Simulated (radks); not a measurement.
Results of a calculation; reference values are marked as such.
Numerical settings for the caesium ion Cs3+, [Kr] 4d10 5s2 5p4. Code: a radial shooting solver on a logarithmic mesh with Libxc functionals. Model: scalar-relativistic Kohn-Sham, r2SCAN, spin-polarised, spherical densities, finite nucleus; open shells are filled with parallel spins first (spin-orbit coupling, left out, can overturn this in heavy ions); meta-GGA in the generalised Kohn-Sham scheme; Fermi nuclear charge, rms radius 4.8041 fm. The defaults (mesh step 0.008 in ln r, mesh end at 40 bohr or more with all orbitals vanishing there, Anderson mixing 0.5 over 9 steps, residual threshold near 1e-9 with the energy settled to 1e-9 hartree or 1e-11 of itself, here a cap of 59 iterations) give E = -7785.407 hartree and 5p at -38.496 eV in 11 iterations. Run on one thread of a shared host, so times are rough (Arm Neoverse N1): 0.24 s of CPU time, 0.24 s wall, 11 iterations on 2213 mesh points. Changes against that run (0 stands for a change within the tolerance of the run):

| setting | iterations | converged | E (mhartree) | e(5p) (meV) | CPU (s) |
|---|---|---|---|---|---|
| mesh step in ln r 0.05 | 11 | yes | -2.09 | +0.713 | 0.06 |
| mesh step in ln r 0.012 | 10 | yes | +0.00107 | 0 | 0.16 |
| mesh step in ln r 0.12 | 2 | no | diverged | - | 0.01 |
| mesh end (bohr) 5 | 11 | yes | +5.32 | +136 | 0.23 |
| mesh end (bohr) 1 | 11 | level above zero | +2.45e+05 | +9.06e+05 | 0.19 |
| residual threshold 0.01 | 10 | yes | 0 | +0.00481 | 0.23 |
| residual threshold 0.1 | 10 | yes | 0 | +0.00481 | 0.23 |
| mixing 1 | 11 | yes | 0 | 0 | 0.24 |
| linear mixing, mixing 1 | 23 | no | diverged | - | 0.53 |
| linear mixing, mixing 0.05 | 59 | no | +22.1 | -500 | 1.1 |
| mixing history 2 | 13 | yes | 0 | 0 | 0.28 |
| iteration cap 3 | 3 | no | +99.2 | -1.67e+03 | 0.08 |

Settled on a wrong energy, with an occupied level pushed above zero by the early mesh end: mesh end (bohr) 1 (+245 hartree). Apart from these: settings that end as converged yet miss the energy by more than 1 mhartree: mesh step in ln r 0.05 (-0.00209 hartree); mesh end (bohr) 5 (+0.00532 hartree). A mesh that ends early acts as a hard wall.
